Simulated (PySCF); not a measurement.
Point-charge models of `CCCN([SiH2]C#N)C(C)=O` against its computed dipole.

Coordinates (GFN2-xTB, Å) and charges (e) from the PBE0/pcSseg-1 density (PySCF):

```tsv
atom	x	y	z	Mulliken	IAO	Hirshfeld	ESP-fitted
C1	2.902	-0.592	0.212	-0.2713	-0.4217	-0.1137	-0.3842
C2	1.546	-0.057	-0.229	-0.2987	-0.2528	-0.0682	+0.2901
C3	0.480	-0.266	0.850	+0.0299	-0.1504	-0.0144	-0.2373
N4	-0.800	0.246	0.437	-0.7875	-0.4325	-0.1296	-0.3353
Si5	-1.415	1.905	0.558	+0.8566	+0.8896	+0.3957	+0.3924
C6	-1.411	2.653	-1.150	-0.1840	-0.1532	-0.0354	+0.2396
N7	-1.367	3.124	-2.192	-0.2117	-0.2015	-0.2048	-0.4195
C8	-1.735	-0.425	-0.241	+0.4213	+0.4358	+0.1857	+0.7486
C9	-1.592	-1.882	-0.560	-0.2397	-0.4684	-0.1125	-0.6878
O10	-2.721	0.241	-0.559	-0.4811	-0.4968	-0.2418	-0.5487
H11	2.846	-1.658	0.424	+0.1087	+0.1366	+0.0403	+0.0910
H12	3.240	-0.082	1.112	+0.1136	+0.1397	+0.0423	+0.0916
H13	3.642	-0.437	-0.569	+0.1270	+0.1510	+0.0477	+0.0998
H14	1.233	-0.557	-1.148	+0.1271	+0.1318	+0.0377	-0.0359
H15	1.616	1.011	-0.445	+0.1418	+0.1418	+0.0417	-0.0159
H16	0.393	-1.330	1.091	+0.1199	+0.1371	+0.0447	+0.0976
H17	0.775	0.265	1.758	+0.1286	+0.1464	+0.0469	+0.1377
H18	-0.303	2.565	1.263	-0.1149	-0.1474	-0.0833	-0.1031
H19	-2.659	2.019	1.294	-0.0407	-0.0969	-0.0581	-0.0309
H20	-0.679	-2.061	-1.123	+0.1471	+0.1634	+0.0575	+0.2155
H21	-1.552	-2.462	0.361	+0.1483	+0.1661	+0.0586	+0.1961
H22	-2.449	-2.200	-1.147	+0.1600	+0.1821	+0.0626	+0.1984
```

Task: Compute μ = Σ q r for each scheme (1 e·Å = 4.803 D) and compare with the dipole of the full density.

Result: The full density gives (2.98, -4.19, 3.76) D, 6.37 D in size; dipole vectors point from the negative to the positive end.

```csv
scheme,μx,μy,μz,size (D),share of the full size (%),angle to the full dipole (°)
Mulliken,3.77,-5.19,4.33,7.74,122,2
IAO,3.23,-3.19,4.21,6.19,97,10
Hirshfeld,2.09,-3.41,2.87,4.93,77,3
ESP-fitted,3.02,-4.20,3.79,6.41,101,0
```

Task: Which set comes closest?

Result: Length of the difference vector: ESP-fitted 0.05 D, IAO 1.12 D, Mulliken 1.40 D, Hirshfeld 1.48 D. Closest: ESP-fitted. ESP charges are fitted to the potential around the molecule, whose slowest-falling term is the dipole's. 

Task: What is left for the Hirshfeld atoms' own dipoles?

Result: The shares of the density sum to the whole, so what Σ q r misses lies in dipoles about the nuclei. The atomic dipoles sum to (2.98, -4.19, 3.76) − (2.09, -3.41, 2.87) = (0.89, -0.78, 0.89) D, 1.48 D in size.

Task: With the origin at the mean of the coordinates, (0.000, 0.001, 0.000) Å, which are the largest single terms, by size, of the Mulliken dipole along the direction of the full one?

Result: Si5 -6.52, O10 +4.07, N7 +4.05, C6 +2.72, C1 -2.44 D; all 22 atoms together +7.74 D. The single terms depend on the origin, their sum doesn't.

Task: Give the size of the full dipole in other units.

Result: 6.37 D = 2.506 au = 1.326 e·Å = 21.25 × 10⁻³⁰ C·m.

Isolated species at its GFN2-xTB geometry (one conformer only).

The run behind these numbers computed NMR shieldings as well. Hardware: an Arm Neoverse N1 with one thread, shared host. Cost: 1.8 min of wall time, 1.1 GiB resident at most.

The values belong to the conformer `[CH3:1][CH2:2][CH2:3][N:4]([SiH2:5][C:6]#[N:7])[C:8]([CH3:9])=[O:10]`: C1–C2–C3–N4 180°, C2–C3–N4–Si5 -85°, C3–N4–Si5–C6 106°, C3–N4–C8–C9 5°.
